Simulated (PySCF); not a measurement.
**Two-component Hartree-Fock for Zn¹¹⁺ (zinc, charge +11)**

Start: [Ar] 3d1; 3d3/2 filled at m_j = +3/2. Calculated with PySCF 2.14 in an even-tempered Gaussian basis (17 s from 0.76 bohr⁻², ratio 2.8; 12 p from 0.98 bohr⁻², ratio 2.8; 8 d from 0.98 bohr⁻², ratio 2.8; 4 f from 2.9 bohr⁻², ratio 3): generalised Hartree-Fock with the X2C-1e Hamiltonian and a Gaussian nucleus; one run each with spin-orbit coupling (SO) switched off, then screened by Boettger's factors.

```json
{"spinor shell": "1s1/2", "electrons": "2", "ε, spin-free (eV)": "-10054.1", "ε, screened SO (eV)": "-10053.9", "weight of nominal j (screened SO)": "1.000", "rms radius, screened SO (bohr)": "0.0580"}
{"spinor shell": "2s1/2", "electrons": "2", "ε, spin-free (eV)": "-1563.5", "ε, screened SO (eV)": "-1563.4", "weight of nominal j (screened SO)": "1.000", "rms radius, screened SO (bohr)": "0.243"}
{"spinor shell": "2p1/2", "electrons": "2", "ε, spin-free (eV)": "-1394.5", "ε, screened SO (eV)": "-1411.8", "weight of nominal j (screened SO)": "1.000", "rms radius, screened SO (bohr)": "0.216"}
{"spinor shell": "3s1/2", "electrons": "2", "ε, spin-free (eV)": "-440.26", "ε, screened SO (eV)": "-440.22", "weight of nominal j (screened SO)": "1.000", "rms radius, screened SO (bohr)": "0.658"}
{"spinor shell": "3p1/2", "electrons": "2", "ε, spin-free (eV)": "-382.88", "ε, screened SO (eV)": "-387.64", "weight of nominal j (screened SO)": "0.938", "rms radius, screened SO (bohr)": "0.661"}
{"spinor shell": "3p3/2", "electrons": "4", "ε, spin-free (eV)": "-382.88", "ε, screened SO (eV)": "-380.52", "weight of nominal j (screened SO)": "0.969", "rms radius, screened SO (bohr)": "0.668"}
{"spinor shell": "3d3/2", "electrons": "1", "ε, spin-free (eV)": "-310.31", "ε, screened SO (eV)": "-310.68", "weight of nominal j (screened SO)": "0.999", "rms radius, screened SO (bohr)": "0.636"}
```

**Question.** Where does 2p3/2 lie, and what is the 2p spin-orbit splitting (screened SO)?

**Answer.** At -1386.0 eV, 25.771 eV above 2p1/2.

| quantity | spin-free | screened SO |
| --- | --- | --- |
| E (hartree) | -1745.38754 | -1745.45565 |
| M_J | 3/2 | 3/2 |
| ⟨J²⟩ | 4.204 | 3.757 |
| ⟨L²⟩ | 6.004 | 6.004 |
| ⟨S²⟩ | 0.751 | 0.752 |

Each row is a mean over spinors that exchange with the open shell spreads, by up to 8.097 eV (3p1/2).

Without spin-orbit coupling the j labels of p, d and f shells carry no meaning; the spin-free column gives the mean over the occupied spinors of each nl shell, and its ⟨J²⟩ belongs to a mixture of degenerate components.
